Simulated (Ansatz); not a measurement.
Isolated molecules relaxed with PBE0-D4/def2-TZVP in Ansatz; ΔE leaves out vibrations. CBS: MP2 limit from def2 TZ/QZ plus the TZ coupled-cluster correction, frozen cores. This one scheme is used for every species. DFT in def2-TZVPP. For Ge outer-core shells are correlated without core-valence functions, which leaves a few kJ/mol of doubt a bond. Scalar relativity is left out up to krypton. Each species was taken in one conformer, which may not be the lowest.

Reaction (ligand exchange at the Al–S bond): `C[S][AlH][GeH3]` + CH₃OH → `C[O][AlH][GeH3]` + CH₃SH

Problem. Is it downhill or uphill in electronic energy at CCSD(T)/CBS, and by how much? (Best estimate.)

Solution. The calculation gave: Downhill: ΔE = -20.7 kJ/mol.

Problem. What do these levels give: r2SCAN-D4, ωB97X-V, PBE, HF/def2-TZVPP, MP2/def2-TZVPP, CCSD/def2-TZVPP, CCSD(T)/def2-TZVPP, MP2/def2-QZVPP, SCS-MP2/def2-QZVPP, HF/CBS(def2), MP2/CBS(def2), CCSD/CBS(def2)? (Estimate.)

Solution. Ansatz gave: r2SCAN-D4 -21.2, ωB97X-V -25.5, PBE -16.5, HF/def2-TZVPP -33.6, MP2/def2-TZVPP -22.8, CCSD/def2-TZVPP -26.9, CCSD(T)/def2-TZVPP -24.0, MP2/def2-QZVPP -21.5, SCS-MP2/def2-QZVPP -26.2, HF/CBS(def2) -35.6, MP2/CBS(def2) -19.5, CCSD/CBS(def2) -23.5 kJ/mol.

Largest T1 diagnostic among the species: 0.013.

The D4 term adds +4.2 kJ/mol with B3LYP and +2.3 kJ/mol with PBE0; it sums over pairs of atoms, weighted by their polarisabilities, and B3LYP, whose exchange is more repulsive, gets the larger term. In def2-TZVPP, CCSD(T) changes the Hartree–Fock value by +9.6 kJ/mol (the triples alone add +2.9 kJ/mol) and MP2 by +10.7 kJ/mol.

B3LYP here is the variant with VWN-RPA as its local correlation; programs differ in this.
